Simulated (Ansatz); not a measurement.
Computed with Ansatz on PBE0-D4/def2-TZVP structures; ΔE is electronic, products minus reactants. CCSD(T)/CBS is the MP2 limit (def2-TZVPP, def2-QZVPP) plus CCSD(T) − MP2 in def2-TZVPP, frozen cores. For Ge outer-core shells are correlated without core-valence functions, which leaves a few kJ/mol of doubt a bond. Scalar relativity is left out up to krypton. Each species was taken in one conformer, which may not be the lowest.

Consider the substitution at a C–C bond: `CC(F)(F)C(F)CF` + `[NH2][GeH2][OH]` → `[OH][GeH2][NH]CF` + `CC(F)(F)CF`.

```json
{"species": "`CC(F)(F)C(F)CF`", "HF/CBS(def2) energy (Eh)": "-552.98592"}
{"species": "`[NH2][GeH2][OH]`", "HF/CBS(def2) energy (Eh)": "-2207.74203"}
{"species": "`[OH][GeH2][NH]CF`", "HF/CBS(def2) energy (Eh)": "-2345.69483"}
{"species": "`CC(F)(F)CF`", "HF/CBS(def2) energy (Eh)": "-415.03674"}
```

**Question.** Work out ΔE.

**Answer.** ΔE = (-2345.69483) + (-415.03674) − (-552.98592) − (-2207.74203) = -0.00362 Eh = -2.3 kcal/mol. CCSD(T)/CBS gives -1.6 kcal/mol.

**Question.** What do rigid-rotor, harmonic-oscillator terms from PBE0-D4/def2-TZVP frequencies (298.15 K, 1 bar) make of the CCSD(T)/CBS value? (An estimate is asked.)

**Answer.** The calculation gave: ΔZPE = +1.2 kcal/mol, ΔH = -0.8 kcal/mol, ΔS = -3 J/(mol·K), ΔG = -0.6 kcal/mol.

Largest T1 diagnostic among the species: 0.012.

Leaving LDA and LC-ωPBE aside and taking each functional with its dispersion term where it has one, the values, not all of them listed here, spread over 2.9 kcal/mol, from BLYP-D4 to B97M-V. LDA lies +0.9 kcal/mol from PBE without D4. From PBE to PBE0 (25 % exact exchange), in def2-TZVPP and without D4, ΔE moves by +0.8 kcal/mol.
